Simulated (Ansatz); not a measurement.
`N[SiH]1CS1` + `[OH][Ti]([OH])([OH])[I]` → `I[SiH]1CS1` + `[NH2][Ti]([OH])([OH])[OH]`  (redistribution)

Isolated molecules relaxed with PBE0-D4/def2-TZVP in Ansatz; ΔE leaves out vibrations. CCSD(T)/CBS is the MP2 limit (def2-TZVPP, def2-QZVPP) plus CCSD(T) − MP2 in def2-TZVPP, frozen cores. DFT in def2-TZVPP. B3LYP here is the variant with VWN-RPA as its local correlation; programs differ in this. HSE06 is defined as in plane-wave codes. def2 core potentials past Kr. For I, Ti outer-core shells are correlated without core-valence functions, which leaves a few kJ/mol of doubt a bond. Scalar relativity is left out up to krypton. Each species was taken in one conformer, which may not be the lowest.

Q: Is it downhill or uphill in electronic energy at CCSD(T)/CBS, and by how much? (Best estimate.)

A: The calculation gave: Uphill: ΔE = +0.60 eV.

Q: What do these levels give: BLYP-D4, B97M-V, r2SCANh-D4, B2PLYP, PBE-QIDH, revPBE, B3LYP, r2SCAN0, HSE06, CAM-B3LYP, CCSD(T)/def2-SVP, MP2/def2-TZVPP? (Estimate.)

A: Ansatz gave: BLYP-D4 0.60, B97M-V 0.68, r2SCANh-D4 0.68, B2PLYP 0.72, PBE-QIDH 0.72, revPBE 0.56, B3LYP 0.65, r2SCAN0 0.69, HSE06 0.63, CAM-B3LYP 0.67, CCSD(T)/def2-SVP 0.73, MP2/def2-TZVPP 0.73 eV.

Largest T1 diagnostic among the species: 0.024, so the coupled-cluster value is less sure than usual.

From BLYP to BHLYP (50 % exact exchange), in def2-TZVPP and without D4, ΔE moves by +0.09 eV. Leaving LDA and LC-ωPBE aside and taking each functional with its dispersion term where it has one, the values, not all of them listed here, spread over 0.17 eV, from revPBE-D4 to B2PLYP. LDA lies +0.07 eV from PBE without D4.
